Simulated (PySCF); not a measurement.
# Simulated absorption spectrum

Compound: C5H8ClNSi.
InChI=1S/C5H8ClNSi/c1-2-3-5(4-7)8-6/h2-4,7H,1,8H2/b5-3+,7-4+

Level of theory: TDDFT PBE0/def2-SVPD, vertical, gas phase, core orbitals frozen in the response (PySCF). Isolated species at its GFN2-xTB geometry (one conformer only). Torsions of this conformer, `[H]/[N:6]=[CH:5]/[C:4](=[CH:3]\[CH:2]=[CH2:1])[SiH2:7][Cl:8]`: C1–C2–C3–C4 -179°, C3–C4–C5–N6 180°, C3–C4–Si7–Cl8 0°.

Computed states:

```json
{"state": "S1", "E (eV)": "4.33", "f": "0.0000"}
{"state": "S2", "E (eV)": "4.83", "f": "0.686"}
{"state": "S3", "E (eV)": "5.43", "f": "0.0021"}
{"state": "S4", "E (eV)": "5.49", "f": "0.0012"}
{"state": "S5", "E (eV)": "5.98", "f": "0.123"}
{"state": "S6", "E (eV)": "6.24", "f": "0.0008"}
{"state": "S7", "E (eV)": "6.37", "f": "0.0001"}
{"state": "S8", "E (eV)": "6.73", "f": "0.0069"}
```

Broadening: Gaussians 0.4 eV wide at half height, area fixed by f = 4.319×10⁻⁹ ∫ε dν̃. The width is an assumption, not a result. The curve ends short of the highest state used, and states not computed would add to its high-energy end.

**Question.** What does the envelope look like, and where are its maxima?

**Answer.** 
(λ (nm), ε (L mol⁻¹ cm⁻¹)): (202.2, 5536), (207.9, 8275), (213.6, 4958), (219.3, 1453), (224.9, 413), (230.6, 469), (236.3, 2347), (242.0, 10328), (247.6, 26613), (253.3, 42878), (259.0, 44841), (264.7, 32118), (270.3, 16756), (276.0, 6482), (281.7, 1946), (287.4, 469), (293.1, 94), (298.7, 17), (304.4, 3), (310.1, 1), (315.8, 0), (321.4, 0), (327.1, 0), (332.8, 0)

Maxima: 257 nm (4.83 eV), ε about 46000, made up of S2 (100%); 207 nm (5.98 eV), ε about 8300, made up of S5 (100%) (ε in L mol⁻¹ cm⁻¹; maxima over ε = 5, shares over 10%).

**Question.** What would ε be at 4.83 eV, the highest of these maxima, with half the width (0.2 eV)?

**Answer.** About 92400 L mol⁻¹ cm⁻¹ against 46200, a factor of about 2.00; a lone state at its own centre would give exactly 2.

**Question.** On this curve, what absorbance would a 10⁻⁵ mol/L sample give at 308 nm over a 1 cm path?

**Answer.** 308 nm is 4.025 eV, where ε is about 1.1 L mol⁻¹ cm⁻¹, so A = ε c l ≈ 1.1e-05 (Beer–Lambert, with the gas-phase spectrum and the assumed width).

**Question.** Coming from long wavelengths, where does ε first pass 100 L mol⁻¹ cm⁻¹?

**Answer.** At about 293 nm (4.23 eV), 0.09 eV below S1.
